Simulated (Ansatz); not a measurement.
An input meant for Li2Al2⁺ (charge 1, doublet; atoms displaced at random, 0.03 Å in each coordinate).

```yaml
crystal:
  periodic: [false, false, false]
  atoms:
    - {symbol: Al, position_ang: [-1.656538, 0.098067, 0.457786]}
    - {symbol: Al, position_ang: [-0.250818, -0.539465, -1.555050]}
    - {symbol: Li, position_ang: [0.850180, 1.736688, 0.028112]}
    - {symbol: Li, position_ang: [0.926580, -1.223142, 1.016220]}
basis:
  gaussian: {orbitals: pcseg-2, fitting: {mean_field: cc-pVTZ-jkfit}}
total_charge: 1
magnetization: {spin_polarized: false, initial_magnetization: 1}
hamiltonian: {xc: {name: HF}}
correlation: {method: rpa}
```

```sh
$ ansatz run in.yaml --threads 4 --pin off --events-out ev --progress --plain --max-ram 3916MiB
```

Shortened log:

```
Functional definition: HF
Error: [file] the basis set cc-pVTZ-JKFIT has no functions for Li
```

With spin_polarized false and unpaired electrons the run is restricted open-shell.
